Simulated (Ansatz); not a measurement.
```yaml
crystal:
  periodic: [false, false, false]
  atoms:
    - {symbol: C, position_ang: [-0.131460, -0.970929, 0.990872]}
    - {symbol: C, position_ang: [0.161330, 0.094331, -0.024276]}
    - {symbol: C, position_ang: [1.671949, 0.164323, -0.343094]}
    - {symbol: C, position_ang: [-0.674065, -0.109752, -1.222758]}
    - {symbol: O, position_ang: [-0.144497, 1.378287, 0.586745]}
    - {symbol: Si, position_ang: [-1.462074, 2.084502, 1.124171]}
    - {symbol: H, position_ang: [0.175948, -1.976246, 0.610870]}
    - {symbol: H, position_ang: [-1.264666, -1.005192, 1.253738]}
    - {symbol: H, position_ang: [0.354699, -0.868432, 1.956201]}
    - {symbol: H, position_ang: [1.851538, 0.986051, -1.015703]}
    - {symbol: D, position_ang: [2.029281, -0.803642, -0.795423]}
    - {symbol: H, position_ang: [2.214813, 0.384780, 0.599333]}
    - {symbol: H, position_ang: [-0.352066, 0.658624, -1.924363]}
    - {symbol: H, position_ang: [-0.392037, -0.986852, -1.691847]}
    - {symbol: H, position_ang: [-1.652927, -0.110839, -1.054821]}
    - {symbol: H, position_ang: [-2.509832, 0.922761, 0.967474]}
basis:
  gaussian: {orbitals: x2c-TZVPPall}
hamiltonian: {xc: {name: r2SCAN}}
correlation: {method: rpa, electrons: outside_noble_gas}
accuracy: high
```

```sh
$ ansatz run in.yaml --threads 4 --pin off --events-out ev --progress --plain --max-ram 11315MiB
```

Output, abridged:

```
Error: YAML parse error: error: line 14 column 16: `D` is not an element symbol (H … Og, case-exact)
12 |     - {symbol: H, position_ang: [0.354699, -0.868432, 1.956201]}
13 |     - {symbol: H, position_ang: [1.851538, 0.986051, -1.015703]}
14 |     - {symbol: D, position_ang: [2.029281, -0.803642, -0.795423]}
15 |     - {symbol: H, position_ang: [2.214813, 0.384780, 0.599333]}
16 |     - {symbol: H, position_ang: [-0.352066, 0.658624, -1.924363]}
```

(1) Something in this input is off. What?

Results:

(1) An element symbol is wrong. The program refused the input.
